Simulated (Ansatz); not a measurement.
`BrC1BO1` and `[SiH3]C1BO1` differ in one atom or group.

Ansatz, PBE0-D4/def2-TZVP geometries, multiplicity 1. 

Scalar relativity is left out up to krypton.

```
                                          property  `BrC1BO1`
                LUMO energy (PBE0/def2-TZVPP) / eV      -1.14
size of the dipole moment (ωB97M-V/def2-TZVPP) / D       1.79
           HOMO–LUMO gap (ωB97M-V/def2-TZVPP) / eV      10.86
             LUMO energy (ωB97M-V/def2-TZVPP) / eV       0.87
             HOMO–LUMO gap (B3LYP/def2-TZVPP) / eV       6.16
  size of the dipole moment (B3LYP/def2-TZVPP) / D       1.77
```

What does the change do to each property? (Best estimate.)

Ansatz gave: 
```json
{"property": "LUMO energy (PBE0/def2-TZVPP) / eV", "`[SiH3]C1BO1`": "-0.62", "shift": "0.52"}
{"property": "size of the dipole moment (ωB97M-V/def2-TZVPP) / D", "`[SiH3]C1BO1`": "1.28", "shift": "-0.51"}
{"property": "HOMO–LUMO gap (ωB97M-V/def2-TZVPP) / eV", "`[SiH3]C1BO1`": "11.76", "shift": "0.90"}
{"property": "LUMO energy (ωB97M-V/def2-TZVPP) / eV", "`[SiH3]C1BO1`": "1.27", "shift": "0.40"}
{"property": "HOMO–LUMO gap (B3LYP/def2-TZVPP) / eV", "`[SiH3]C1BO1`": "7.14", "shift": "0.98"}
{"property": "size of the dipole moment (B3LYP/def2-TZVPP) / D", "`[SiH3]C1BO1`": "1.28", "shift": "-0.49"}
```

With PBE0 the HOMO falls by 0.45 eV and the LUMO rises by 0.52 eV, so the gap widens by about 0.97 eV. PBE moves the HOMO by -0.42 eV and ωB97M-V by -0.49 eV. The zero-point energy changes by 63.5 kJ/mol with +9 modes. Dipoles are sizes alone; their direction can turn.

B3LYP here is the variant with VWN-RPA as its local correlation; programs differ in this.

Spin–orbit coupling is left out; it splits and shifts lone-pair levels of the heavy atoms by tenths of an eV.
